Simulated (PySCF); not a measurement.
Compound: C₇H₆F₃ (charge -1).
Atom-mapped SMILES: `[F:1][C:2]([F:3])([F:4])[CH2:5][c:6]1[cH:7][cH:8][cH-:9][cH:10]1` (hydrogens: H11, H12 on C5; H13 on C7; H14 on C8; H15 on C9; H16 on C10)

A PySCF run (density fitting, gas phase, GFN2-xTB geometry) gave HOMO -1.82 eV, LUMO 7.96 eV.

**Question.** Which of these levels was it?
A. mPW1PW91/ANO-RCC-VDZP
B. X3LYP/pcseg-1
C. wB97X-D/cc-pVDZ

**Answer.** C. It is wB97X-D/cc-pVDZ. All candidates on this geometry:

```tsv
level and settings	kind	basis functions	SCF cycles	E (Eh)	HOMO (eV)	LUMO (eV)
mPW1PW91/ANO-RCC-VDZP	global hybrid	170	14	-569.9426	-0.17	4.15
X3LYP/pcseg-1, damping 0.1 at the start, DIIS from the seventh cycle, energy threshold 1e-06 Eh	global hybrid	170	17	-569.5793	-0.12	5.29
wB97X-D/cc-pVDZ, fitting basis def2-qzvpp-jkfit	range-separated hybrid	170	11	-569.7481	-1.82	7.96
```

The nearest other candidate, by the summed differences of HOMO and LUMO, is X3LYP/pcseg-1: its HOMO differs by +1.70 eV and its LUMO by -2.67 eV. wB97X-D ran without the empirical dispersion term, which would shift the total energy alone. Cycle counts include a coarse-grid stage where the run had one. ANO-RCC sets were contracted for a scalar-relativistic Hamiltonian, but ran non-relativistically here.

The values belong to the conformer `[F:1][C:2]([F:3])([F:4])[CH2:5][c:6]1[cH:7][cH:8][cH-:9][cH:10]1`: F1–C2–C5–C6 180°, C2–C5–C6–C7 -90°.
